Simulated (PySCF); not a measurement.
Correlation energy of In+ (indium, charge +1)

[Kr] 4d10 5s1 5d1, high-spin 3D determinant (an excited configuration). All numbers are calculated (PySCF 2.14, scalar relativity through the core potential, in aug-cc-pVQZ-PP with ECP28MDF). Frozen: 4s2 4p6 4d10; 2 electrons correlated.

With two correlated electrons CCSD is exact within the correlated space (frozen core and kept virtual orbitals).

| level | correlation energy (mhartree) |
| --- | --- |
| CCSD | -6.92 |

Diagnostics: T1 = 0.013, D1 = 0.0253, largest double amplitude 0.047.

Is a single reference adequate?

Yes, within this model without spin-orbit coupling: T1 lies below 0.03 and no double amplitude reaches 0.07.
